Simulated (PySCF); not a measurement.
## Exact simulation of a proton spin system

Molecule: `N#Cc1ccoc1`, C₅H₃NO.

Bonds (- single, = double, # triple, : aromatic): N1#C2 1.159 Å, C2-C3 1.420 Å, C3:C4 1.438 Å, C4:C5 1.359 Å, C5:O6 1.352 Å, O6:C7 1.336 Å, C7:C3 1.372 Å. C4 carries H8; C5 carries H9; C7 carries H10.

PySCF 2.14 calculation with PBE0/pcSseg-1 with gauge-including orbitals, B3LYP/pcJ-1 coupling constants (spin–dipole term only in couplings to heteroatoms) and PBE0-D3(BJ)/def2-SVP geometry; one computed conformer, isolated molecule, non-relativistic Hamiltonian.

Shifts are taken against calculated references (same method and geometry level): 1H against TMS.

Shifts (ppm): H8 6.76, H9 7.40, H10 7.80.
Couplings (Hz): H8–H9: 2.4; H8–H10: 0.6; H9–H10: 1.5.

The 3-spin Hamiltonian (Zeeman plus full scalar coupling among like nuclei) was diagonalised exactly; lines are Lorentzian, 0.7 Hz wide, and the maxima above 3 % are listed with the tallest set to 100.

**Question.** Give the 1H peak list of this spin system at 60 MHz.

**Answer.** 
Hz from δ = 0 (height): 469.0 (84), 468.5 (92), 467.6 (100), 467.1 (95), 446.0 (72), 444.5 (73), 443.6 (87), 442.1 (72), 407.0 (92), 406.5 (93), 404.6 (83), 404.1 (81)

**Question.** And at 500 MHz?

**Answer.** 
```json
{"Hz": "3901.0", "ppm": "7.802", "height": "93"}
{"Hz": "3900.5", "ppm": "7.801", "height": "99"}
{"Hz": "3899.6", "ppm": "7.799", "height": "100"}
{"Hz": "3899.0", "ppm": "7.798", "height": "94"}
{"Hz": "3702.0", "ppm": "7.404", "height": "75"}
{"Hz": "3700.5", "ppm": "7.401", "height": "82"}
{"Hz": "3699.6", "ppm": "7.399", "height": "84"}
{"Hz": "3698.1", "ppm": "7.396", "height": "75"}
{"Hz": "3381.5", "ppm": "6.763", "height": "91"}
{"Hz": "3381.0", "ppm": "6.762", "height": "92"}
{"Hz": "3379.1", "ppm": "6.758", "height": "91"}
{"Hz": "3378.6", "ppm": "6.757", "height": "89"}
```

**Question.** Among coupled protons with different shifts, which pair is furthest from first order, and how does the field change that?

**Answer.** H8 and H9: Δν/J is about 16.0 at 60 MHz (close to first order) and 133.3 at 500 MHz (close to first order). J in Hz doesn't depend on the field, while Δν in Hz grows in proportion to it.

Unscaled 3J(H,H) at this level run about 10 % above measured values.
